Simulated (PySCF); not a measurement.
Geometries of 3 isomers of C7H5NO, from PBE0-D3(BJ)/def2-SVP geometry optimisation, gas phase (PySCF 2.14.0). One conformer each, no zero-point energy, no frequencies.

Question: Which isomer lies lowest at this level?
A.
```xyz
14
angstrom
C     -1.895    0.695    0.070
C     -1.937   -0.710    0.119
C     -0.779   -1.481    0.049
C      0.407   -0.771   -0.069
O      1.680   -1.239   -0.155
C      2.440   -0.122   -0.257
N      1.809    0.998   -0.244
C      0.476    0.629   -0.122
C     -0.694    1.387   -0.051
H     -2.832    1.253    0.129
H     -2.904   -1.210    0.213
H     -0.799   -2.571    0.085
H      3.515   -0.282   -0.341
H     -0.655    2.477   -0.090
```
B.
```xyz
14
angstrom
N      3.413   -1.085   -0.088
C      2.599   -0.263   -0.179
O      1.735    0.679   -0.282
C      0.379    0.363   -0.398
C     -0.479    1.446   -0.542
C     -1.844    1.202   -0.662
C     -2.331   -0.105   -0.638
C     -1.447   -1.172   -0.493
C     -0.076   -0.949   -0.371
H     -0.068    2.456   -0.558
H     -2.531    2.043   -0.777
H     -3.403   -0.292   -0.733
H     -1.822   -2.198   -0.472
H      0.627   -1.777   -0.257
```
C.
```xyz
14
angstrom
N      3.205   -0.727   -0.813
C      2.061   -0.675   -0.620
C      0.670   -0.522   -0.342
C     -0.273   -1.508   -0.676
C     -1.614   -1.314   -0.385
C     -2.016   -0.129    0.242
C     -1.096    0.855    0.578
C      0.261    0.672    0.291
O      1.122    1.637    0.628
H      0.070   -2.421   -1.164
H     -2.348   -2.079   -0.643
H     -3.072    0.031    0.473
H     -1.400    1.782    1.066
H      2.022    1.388    0.370
```

Answer: A. That is benzoxazole (`c1ccc2ocnc2c1`), 9.9 kcal/mol below the next.

```tsv
SMILES	atoms numbered as above	E (Eh)	relative (kcal/mol)	relative (kJ/mol)	dipole (D)
c1ccc2ocnc2c1	[cH:1]1[cH:2][cH:3][c:4]2[o:5][cH:6][n:7][c:8]2[cH:9]1	-398.99512	0.0	0.0	1.31
N#Cc1ccccc1O	[N:1]#[C:2][c:3]1[cH:4][cH:5][cH:6][cH:7][c:8]1[OH:9]	-398.97932	9.9	41.5	3.21
N#COc1ccccc1	[N:1]#[C:2][O:3][c:4]1[cH:5][cH:6][cH:7][cH:8][cH:9]1	-398.94357	32.3	135.3	4.38
```

As drawn, the highest has a C≡N group, which the lowest lacks.
